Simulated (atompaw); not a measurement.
**Reading a pseudo-wave (phosphorus (P))**

Columns: radius, all-electron u(r) and pseudo u(r) of the 3p shell (level -5.51 eV) of phosphorus in the configuration [Ne] 3s2 3p3; PBE, scalar-relativistic, PAW (atompaw) scheme, atompaw 4.2.0.5.

| r (bohr) | all-electron | pseudo |
| --- | --- | --- |
| 0.065 | -0.0709 | 0.0030 |
| 0.131 | -0.1806 | 0.0122 |
| 0.196 | -0.2586 | 0.0270 |
| 0.262 | -0.2942 | 0.0476 |
| 0.327 | -0.2903 | 0.0727 |
| 0.392 | -0.2570 | 0.1022 |
| 0.458 | -0.2022 | 0.1357 |
| 0.523 | -0.1354 | 0.1717 |
| 0.588 | -0.0616 | 0.2098 |
| 0.654 | 0.0160 | 0.2498 |
| 0.719 | 0.0919 | 0.2898 |
| 0.785 | 0.1664 | 0.3303 |
| 0.850 | 0.2357 | 0.3695 |
| 0.915 | 0.3001 | 0.4074 |
| 0.981 | 0.3599 | 0.4441 |
| 1.046 | 0.4133 | 0.4782 |
| 1.112 | 0.4619 | 0.5103 |
| 1.177 | 0.5045 | 0.5395 |
| 1.242 | 0.5418 | 0.5659 |
| 1.308 | 0.5744 | 0.5900 |
| 1.373 | 0.6017 | 0.6109 |
| 1.438 | 0.6242 | 0.6291 |
| 1.504 | 0.6428 | 0.6449 |
| 1.569 | 0.6570 | 0.6576 |
| 1.635 | 0.6677 | 0.6678 |
| 1.700 | 0.6749 | 0.6749 |

Q: How many radial nodes do the two functions have?

A: The all-electron 3p function has n − l − 1 = 1; the pseudo-wave has 0, since the states of the same l below it are removed with the core.

Q: Is the pseudo-wave norm-conserving?

A: No, it belongs to a PAW set: the norm inside the radius is not constrained, and the difference is carried by the augmentation charge.
